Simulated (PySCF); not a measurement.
# InO₂ + Cl₂ → InCl₂ + O₂

Level: PBE0 in the def2-TZVP basis family, computed in PySCF with density fitting; scalar-relativistic core potentials for atoms from Rb on, none lighter, no spin–orbit coupling; open shells unrestricted.

| species | state and structure | E (Eh) | ZPE (kJ/mol) | H(298 K) − H(0) (kJ/mol) | S° (J/(mol K)) |
| --- | --- | --- | --- | --- | --- |
| InO₂ | doublet, C∞v, In–O 1.826 Å, In–O 1.927 Å; O–In–O 180.0° | -340.36654 | 9.3 | 12.8 | 270.6 |
| Cl₂ | singlet, D∞h, Cl–Cl 1.982 Å | -920.08940 | 3.5 | 9.1 | 222.5 |
| InCl₂ | doublet, C2v, In–Cl 2.353 Å (×2); Cl–In–Cl 119.5° | -1110.34894 | 4.5 | 13.9 | 313.8 |
| O₂ | triplet, D∞h, O–O 1.193 Å | -150.23561 | 10.3 | 8.7 | 204.9 |

Question: What is the electronic reaction energy?

Answer: At PBE0/def2-TZVP, ΔE = -337.7 kJ/mol from the differences of the total energies times 2625.5, downhill. Chlorination of this kind underlies dry etching.

Question: Add zero-point, thermal and entropy terms for 298.15 K and 1 bar.

Answer: ΔZPE = 2.0 and Δ[H(298) − H(0)] = 0.7 kJ/mol give ΔH° = -335.0 kJ/mol. ΔS° = 25.6 J/(mol K), so ΔG° = -335.0 − 298.15 × (0.0256) = -343 kJ/mol.

The structures come from searches over a few start shapes, so lower isomers are not excluded.
